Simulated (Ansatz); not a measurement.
`C[NH][Ga]([Cl])[Cl]` + H₂Se → `[Cl][Ga]([Cl])[SeH]` + CH₃NH₂  (ligand exchange at a Ga–N bond)

Computed with Ansatz on PBE0-D4/def2-TZVP structures; ΔE is electronic, products minus reactants. CCSD(T)/CBS adds triple-zeta CCSD(T) − MP2 to the extrapolated MP2 energy (def2 sets, frozen cores). Functionals use def2-TZVPP. B3LYP here is the variant with VWN-RPA as its local correlation; programs differ in this. For Ga, Se outer-core shells are correlated without core-valence functions, which leaves a few kJ/mol of doubt a bond. Scalar relativity is left out up to krypton. Each species was taken in one conformer, which may not be the lowest.

`C[NH][Ga]([Cl])[Cl]`:

Z-matrix (Å, degrees):
```
C
N 1 1.446
H 1 1.091 2 109.9
H 1 1.096 2 111.9 3 -119.2
H 1 1.096 2 111.9 3 119.3
Ga 2 1.792 1 126.9 3 -0.2
H 2 1.007 1 114.7 3 179.8
Cl 6 2.125 2 120.7 1 180.0
Cl 6 2.127 2 120.0 1 0.0
```

H₂Se:

```xyz
3

Se   -0.570    0.171    0.337
H     0.131    0.710   -0.833
H     0.440   -0.881    0.496
```

`[Cl][Ga]([Cl])[SeH]`:

Cartesian coordinates in Å:
```
Cl -2.532 0.181 -0.689
Ga -0.557 -0.039 0.066
Cl -0.330 -0.757 2.055
Se 1.246 0.493 -1.256
H 2.172 0.123 -0.177
```

CH₃NH₂:

Z-matrix (Å, degrees):
```
C
N 1 1.453
H 1 1.092 2 109.4
H 1 1.100 2 115.4 3 -121.6
H 1 1.092 2 109.4 3 116.8
H 2 1.012 1 110.6 3 62.6
H 2 1.012 1 110.6 3 -179.3
```

Q: Is it downhill or uphill in electronic energy at CCSD(T)/CBS, and by how much? (An estimate is asked.)

A: The calculation gave: Downhill: ΔE = -13.4 kcal/mol.

Q: What do these levels give: r2SCAN-D4, PBE, revPBE, B3LYP, LC-ωPBE, CCSD/def2-TZVPP? (Best estimate.)

A: Computed: r2SCAN-D4 -14.6, PBE -15.5, revPBE -16.3, B3LYP -14.9, LC-ωPBE -13.1, CCSD/def2-TZVPP -13.0 kcal/mol.

Largest T1 diagnostic among the species: 0.012.

In def2-TZVPP, CCSD(T) changes the Hartree–Fock value by +2.4 kcal/mol (the triples alone add +0.1 kcal/mol) and MP2 by +1.9 kcal/mol. Leaving LDA and LC-ωPBE aside and taking each functional with its dispersion term where it has one, the values, not all of them listed here, spread over 2.9 kcal/mol, from HSE06-D4 to CAM-B3LYP-D4. LDA lies +2.8 kcal/mol from PBE without D4.
